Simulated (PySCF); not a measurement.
Series: silicon hydride cages (EH)n. Isolated molecules, 0 K electronic values unless said otherwise. Each species was relaxed from one start; no search for lower structures was made at this level. Strings in code marks are SMILES.

The numbers are results of PBE-D3(BJ)/def2-SVP // B3LYP-D3(BJ)/def2-SVP (PySCF), not measurements. Excitations are Tamm–Dancoff values on a coarser integration grid. The basis has no diffuse functions, so Rydberg states are missing or too high.

| species | LUMO (eV) | S1–T1 gap (TDA) (eV) |
|---|---|---|
| [3]prismane cage Si6H6 `[SiH]12[SiH]3[SiH]1[SiH]1[SiH]2[SiH]31` | … | 0.43 |
| [4]prismane cage Si8H8 `[SiH]12[SiH]3[SiH]4[SiH]1[SiH]1[SiH]2[SiH]3[SiH]41` | -2.54 | – |
| [5]prismane cage Si10H10 `[SiH]12[SiH]3[SiH]4[SiH]1[SiH]1[SiH]2[SiH]2[SiH]3[SiH]4[SiH]12` | -2.62 | 0.19 |
| [6]prismane cage Si12H12 `[SiH]12[SiH]3[SiH]4[SiH]1[SiH]1[SiH]4[SiH]4[SiH]5[SiH]3[SiH]2[SiH]5[SiH]14` | -2.58 | 0.15 |

Q: Complete the blanks.

A: 
- [3]prismane cage Si6H6 `[SiH]12[SiH]3[SiH]1[SiH]1[SiH]2[SiH]31`, LUMO (eV): -2.33
